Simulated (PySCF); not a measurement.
A structure optimised at PBE-D3(BJ)/def2-SVP, used in a PySCF frequency run:

```
C
H 1 1.1143
H 1 1.1160 2 106.98
O 1 1.4301 2 109.56 3 119.25
C 1 1.5176 2 110.60 3 -120.41
H 5 1.1081 1 110.50 2 -61.01
H 5 1.1082 6 108.13 1 121.33
H 5 1.1085 6 108.46 7 117.45
Si 4 1.6656 1 124.04 2 -61.84
H 9 1.4927 4 106.18 1 179.84
H 9 1.5027 10 112.95 4 -122.60
Br 9 2.2499 10 108.85 11 -117.77
```
Charge 0, spin multiplicity 1.

Question: Write its SMILES and formula.

Answer: CCO[SiH2]Br, C₂H₇BrOSi

Question: What are its rotational constants (standard atomic weights)?

Answer: 5.5342, 1.0030, 0.88345 GHz
